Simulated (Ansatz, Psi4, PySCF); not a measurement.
Noncovalent pair: HF (SMILES F) (first 2 atoms) with SO2 (SMILES O=S=O); geometry from B3LYP-D3(BJ)/def2-TZVP, rigid monomers moved along the line of their centres of mass till H2···O3 is 2.12 Å.
(charge 0, multiplicity 1):
```xyz
5

F      0.3508     0.5070    -0.6568
H      0.0840     0.7241     0.2106
O     -0.3852     0.6039     2.2757
S     -0.2436    -0.6291     3.0180
O     -0.5843    -0.6137     4.4107
```

Counterpoise-corrected where a basis set is named; no monomer relaxation.

Frozen-core correlation.

Codes used: Ansatz (a program for electronic structure) with Gaussian orbitals; Psi4 for SAPT; PySCF for the dispersion terms. 

Q: What interaction energy does SAPT0/jun-cc-pV(D+d)Z give?

A: -4.7 kcal/mol

Q: What interaction energy does HF/aug-cc-pV(T+d)Z give?

A: -3.6 kcal/mol

Q: Give the interaction energy at the level B3LYP-D3(BJ)/def2-TZVPPD.

A: -4.3 kcal/mol
